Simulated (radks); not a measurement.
Values are calculated unless marked as measured or tabulated.
Numerical settings for the silver ion Ag+, [Kr] 4d10. Code: a radial shooting solver on a logarithmic mesh with Libxc functionals. Model: scalar-relativistic Kohn-Sham, SCAN, spin-polarised, spherical densities, finite nucleus; meta-GGA in the generalised Kohn-Sham scheme; Fermi nuclear charge, rms radius 4.5454 fm. The defaults (mesh step 0.008 in ln r, mesh end at 40 bohr or more with all orbitals vanishing there, Anderson mixing 0.5 over 9 steps, residual threshold near 1e-9 with the energy settled to 1e-9 hartree or 1e-11 of itself, here a cap of 84 iterations) give E = -5316.759 hartree and 4d at -15.795 eV in 13 iterations. Run on one thread of a shared host, so times are rough (Arm Neoverse N1): 0.25 s of CPU time, 0.25 s wall, 13 iterations on 2259 mesh points. Changes against that run (0 stands for a change within the tolerance of the run):

mesh step in ln r 0.012: iterations 12; converged yes; E (mhartree) +1.1; e(4d) (meV) 0; CPU (s) 0.16
mesh step in ln r 0.02: iterations 12; converged yes; E (mhartree) +10.7; e(4d) (meV) +1.61; CPU (s) 0.11
mesh step in ln r 0.003: iterations 16; converged yes; E (mhartree) +0.321; e(4d) (meV) -0.0085; CPU (s) 0.71
mesh end (bohr) 8: iterations 13; converged yes; E (mhartree) -0.182; e(4d) (meV) +2.26; CPU (s) 0.23
mesh end (bohr) 2: iterations 13; converged level above zero; E (mhartree) +6.24e+03; e(4d) (meV) +3.99e+04; CPU (s) 0.19
residual threshold 0.001: iterations 11; converged yes; E (mhartree) 0; e(4d) (meV) +0.0427; CPU (s) 0.22
residual threshold 1e-13: iterations 42; converged yes; E (mhartree) 0; e(4d) (meV) -0.00645; CPU (s) 0.51
mixing 0.2: iterations 14; converged yes; E (mhartree) 0; e(4d) (meV) -0.0072; CPU (s) 0.26
linear mixing, mixing 0.8: iterations 35; converged no; E (mhartree) diverged; CPU (s) 0.81
linear mixing, mixing 0.2: iterations 64; converged yes; E (mhartree) 0; e(4d) (meV) -0.00772; CPU (s) 0.95
mixing history 3: iterations 14; converged yes; E (mhartree) 0; e(4d) (meV) -0.00413; CPU (s) 0.26
iteration cap 5: iterations 5; converged no; E (mhartree) +0.116; e(4d) (meV) +318; CPU (s) 0.11

Settled on a wrong energy, with an occupied level pushed above zero by the early mesh end: mesh end (bohr) 2 (+6.24 hartree). Apart from these: settings that end as converged yet miss the energy by more than 1 mhartree: mesh step in ln r 0.012 (+0.0011 hartree); mesh step in ln r 0.02 (+0.0107 hartree). A mesh that ends early acts as a hard wall.
